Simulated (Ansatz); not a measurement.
Basis-set extrapolation for Al2F6, SMILES `[F][Al-]1([F])[F+][Al-]([F])([F])[F+]1` (PBE0-D4/def2-TZVP geometry, frozen core, Ansatz). Multiplicity 1, RHF reference.

```csv
,def2-TZVPP,def2-QZVPP
HF,-1081.312857,-1081.360449
MP2 correlation,-1.649991,-1.810350
CCSD(T) correlation,-1.693111,not run
```

Energies in hartree. Use E(X) = E(∞) + A·exp(−7.88·√X) for Hartree–Fock and E(X) = E(∞) + B·X^(−2.97) for correlation, with X = 3 and 4, and add CCSD(T) minus MP2 of the smaller set to the MP2 limit.

Q: What is the CCSD(T) energy at the basis-set limit?

A: HF limit: -1081.360449 + (-0.047592) × 0.13774 = -1081.36700. MP2 limit: -1.810350 + (-0.160359) × 0.74074 = -1.92913. Higher-order term: -1.693111 − (-1.649991) = -0.04312. Total: -1083.33925 hartree, 9.07 eV below CCSD(T)/def2-TZVPP.
